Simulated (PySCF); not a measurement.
Compound: C₄H₇BO.
Atom-mapped SMILES: `[BH2:1][C:2](=[CH2:3])[O:4][CH:5]=[CH2:6]` (hydrogens: H7, H8 on B1; H9, H10 on C3; H11 on C5; H12, H13 on C6)

Cartesian coordinates in Å at the GFN2-xTB level; atoms count from 1:
```
atom  x, y, z in Å
B1    -1.1461   -1.2084   -0.7822
C2    -0.9252    0.2149   -0.2158
C3    -1.9267    1.1129   -0.2150
O4     0.2065    0.5862    0.4756
C5     1.3724   -0.0560    0.2209
C6     2.4524    0.1450    0.9597
H7    -1.9838   -1.3687   -1.5781
H8    -0.5434   -2.1227   -0.3724
H9    -2.8527    0.9035   -0.7152
H10   -1.8423    2.0491    0.3125
H11    1.3723   -0.7190   -0.6386
H12    3.3775   -0.3455    0.7259
H13    2.4348    0.8092    1.8050
```

PySCF, density fitting, gas phase, GFN2-xTB geometry. The standard run uses grid level 2 after a coarse-grid start, the def2-universal JK fitting basis (with tight functions added where the orbital basis needs them), an energy threshold of 1e-9 Eh and DIIS. The changed runs have no coarse-grid stage.

Standard PBE0/pcSseg-1: E = -256.285127 Eh, HOMO -6.576 eV, LUMO -2.280 eV, dipole 0.850 D, 14 cycles (coarse-grid cycles included). What changes at PBE0/pcSseg-1 with: level shift 0.3 Eh?

E = -256.285127 Eh (0.000 mEh), HOMO -6.576 eV (0.000), LUMO -2.280 eV (0.000), dipole 0.850 D (0.000), 14 SCF cycles. The result matches the standard run within 0.02 mEh and 0.003 eV; such settings steer the iterations and don't enter the energy expression.

The cycles:
```
cycle   1  E = -256.2143653079  dE =  7.348e-01  |g| = 5.481e-01  |ddm| = 3.047e+00
cycle   2  E = -256.2521021190  dE = -3.774e-02  |g| = 4.457e-01  |ddm| = 6.028e-01
cycle   3  E = -256.2835200189  dE = -3.142e-02  |g| = 7.909e-02  |ddm| = 1.893e-01
cycle   4  E = -256.2849235006  dE = -1.403e-03  |g| = 2.802e-02  |ddm| = 7.710e-02
cycle   5  E = -256.2851094458  dE = -1.859e-04  |g| = 5.924e-03  |ddm| = 2.821e-02
cycle   6  E = -256.2851233309  dE = -1.389e-05  |g| = 2.323e-03  |ddm| = 9.884e-03
cycle   7  E = -256.2851258434  dE = -2.513e-06  |g| = 7.543e-04  |ddm| = 4.231e-03
cycle   8  E = -256.2851263455  dE = -5.021e-07  |g| = 3.845e-04  |ddm| = 1.994e-03
cycle   9  E = -256.2851264921  dE = -1.466e-07  |g| = 1.921e-04  |ddm| = 9.411e-04
cycle  10  E = -256.2851265370  dE = -4.497e-08  |g| = 1.051e-04  |ddm| = 4.755e-04
cycle  11  E = -256.2851265525  dE = -1.549e-08  |g| = 5.863e-05  |ddm| = 2.564e-04
cycle  12  E = -256.2851265580  dE = -5.452e-09  |g| = 3.815e-05  |ddm| = 1.331e-04
cycle  13  E = -256.2851265600  dE = -2.048e-09  |g| = 2.296e-05  |ddm| = 8.764e-05
cycle  14  E = -256.2851265608  dE = -7.551e-10  |g| = 1.515e-05  |ddm| = 4.856e-05
```
